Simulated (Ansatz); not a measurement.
Sn(NH2)2 (SnN₂H₄). The state is a singlet with charge 0. Geometry PBE0-D4/def2-TZVP, basis def2-TZVP, Ansatz.

```tsv
run	HOMO (eV)	LUMO (eV)
A	-6.61	-1.11
B	-9.35	0.80
C	-5.28	-1.76
D	-5.56	-1.67
E	-9.10	1.39
F	-6.21	-1.47
```

In the def2 sets Sn takes a core potential; there is no spin–orbit coupling. LC-ωPBE has ω = 0.4 bohr⁻¹. HSE06 is defined as in plane-wave codes, on full-range PBE exchange.

Problem. The runs used HF, HSE06, LC-ωPBE, PBE, PBE0, r2SCAN. Estimate which is which.

Solution. A PBE0 (25 % exact exchange); B LC-ωPBE (range-separated); C PBE (0 % exact exchange); D r2SCAN (0 % exact exchange); E HF (100 % exact exchange); F HSE06 (range-separated). Exact exchange lowers occupied and raises empty levels; among semilocal functionals meta-GGAs tend to open the gap a little, and such runs are hard to tell apart. The gap grows from 3.52 eV (PBE) to 10.49 eV (HF).
